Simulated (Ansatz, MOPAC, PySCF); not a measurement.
System: SeF2, charge 0, multiplicity 1. SMILES: F[Se]F
Geometry: optimised at B3LYP-D3(BJ)/def2-TZVP (Ansatz, a program for electronic structure).

Wanted: vertical electron affinity to the doublet, in eV. Set-up: each state is the SCF solution reached for its charge and spin; valence correlation only (noble-gas shells and the d and f shells of earlier blocks); LANL2DZ with its own core potentials from Na on; UHF or UKS for open shells; 6-31G* and kin with 6d, 5d where marked; dispersion terms only where a functional's name holds one; spin-orbit terms left out; non-relativistic. Ab initio and DFT rows: single points at B3LYP-D3(BJ) geometries (Ansatz). Semi-empirical rows: differences of heats of formation at the shared geometry for vertical values. Sets without +, aug- or the D of def2-TZVPD hold no diffuse functions, which anions need.

```tsv
level	program	vertical electron affinity to the doublet (eV)
AM1	MOPAC	-0.13
PM3	MOPAC	1.54
MNDO	MOPAC	-0.03
PBE/6-31G* with LANL2DZ past Ar	Ansatz	-0.85
B3LYP/3-21G	Ansatz	-1.59
B3LYP/6-31G*	Ansatz	-0.49
B3LYP/6-31G* with LANL2DZ past Ar	Ansatz	-0.72
MP2/6-31G* with LANL2DZ past Ar	Ansatz	-1.37
PBE/def2-TZVPD	Ansatz	0.42
M06-2X/def2-TZVPD	PySCF	0.34
wB97M-V/def2-TZVPD	Ansatz	0.28
```

No value to compare with is used here. The 8 habitual levels span -1.59 (B3LYP/3-21G) to 1.54 eV (PM3); M06-2X/def2-TZVPD gives 0.34.

The levels are drawn from those run, B3LYP/6-31G* more often than the rest, none by its result; left out are runs that failed, that the program found above a lower state of the same kind, or whose <S^2> lies over 0.5 above the pure value.
